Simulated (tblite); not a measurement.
Compound: C₄H₈OPSi (doublet state).
Cartesian coordinates in Å at the GFN2-xTB level; atoms count from 1:
```
atom  x, y, z in Å
C1    -2.3041   -0.9529   -0.3804
C2    -1.0372   -0.7874   -0.0554
O3    -0.0537   -1.7261   -0.2477
Si4    1.2168   -0.8476    0.4590
P5     2.7431   -0.4156   -1.1450
C6    -0.3117    0.3731    0.5681
C7    -0.2257    1.6117   -0.3055
H8    -3.0185   -0.1696   -0.2071
H9    -2.6523   -1.8607   -0.8386
H10    3.6789    0.0788   -0.2500
H11    3.2806   -1.6926   -1.1012
H12   -0.7028    0.6269    1.5539
H13   -1.2126    2.0554   -0.4334
H14    0.4303    2.3530    0.1475
H15    0.1645    1.3616   -1.2917
```

Computed values, GFN2-xTB/tblite, gas phase, harmonic and unscaled. Errors from tens to a few hundred cm⁻¹ against measured bands are possible. Modes of hydrogen on phosphorus can be 10 to 20 % off. One conformer, not necessarily the lowest. Open shells enter through the occupations alone, without spin polarisation, and single modes of such species can be off by tens of per cent.

Harmonic wavenumbers (cm⁻¹): 59.7, 69.8, 87.0, 150.2, 192.8, 217.8, 269.3, 344.9, 413.9, 553.8, 592.0, 621.4, 672.3, 707.1, 716.6, 760.9, 838.6, 844.8, 929.7, 967.0, 1045.2, 1100.4, 1126.1, 1138.5, 1196.8, 1273.9, 1378.8, 1407.7, 1487.2, 1494.1, 1740.6, 2295.6, 2373.1, 2963.4, 3003.7, 3010.9, 3022.1, 3123.7, 3158.3.

A = 3167, B = 1233, C = 1045 MHz; mass 131.008 u (most abundant isotopes); point group C1, symmetry number 1; spin multiplicity 2.

Task: Zero-point energy?

Result: Half the sum of the wavenumbers: 23675 cm⁻¹ = 283.21 kJ/mol.

Task: Give the ideal-gas entropy at 298.15 K and 1 bar in the rigid-rotor, harmonic-oscillator model (classical rotation).

Result: Translation 169.66, rotation 120.32, vibration 110.69, spin (R ln 2) 5.76: S = 406.4 J/(mol K).

Task: And Cp and H(298.15 K) − H(0)?

Result: Cp = 144.31 J/(mol K), of which vibrations give 111.06 (their classical limit is 39 R = 324.3); H(298.15 K) − H(0) = 27.12 kJ/mol without the zero-point energy, 17.20 from vibrations.

Task: Blend soft modes into free rotors: weight 1/[1 + (100 cm⁻¹/ν̃)⁴] for the oscillator and the rest for a rotor with moment μB/(μ + B), μ = h/(8π²ν), B = 10⁻⁴⁴ kg m². What vibrational entropy results?

Result: 101.38 J/(mol K) in place of 110.69, which changes −T·S at 298.15 K by +2.78 kJ/mol.

Task: What must be added to the electronic energy to get the Gibbs energy at 298.15 K and 1 bar?

Result: ZPE + [H(298.15 K) − H(0)] − T·S = 283.21 + 27.12 − 121.18 = 189.15 kJ/mol.

Task: Which modes carry the vibrational entropy at 298.15 K?

Result: 59.7 cm⁻¹: 18.69; 69.8 cm⁻¹: 17.40; 87.0 cm⁻¹: 15.59; 150.2 cm⁻¹: 11.17; 192.8 cm⁻¹: 9.21; 217.8 cm⁻¹: 8.27 J/(mol K); the other 33 give 30.36 together.

Hindered rotation and anharmonicity are outside this model. Other conformers, if any are populated, would add a mixing term that is left out. The structure is chiral; the term R ln 2 for an equal mix with its mirror image is left out.
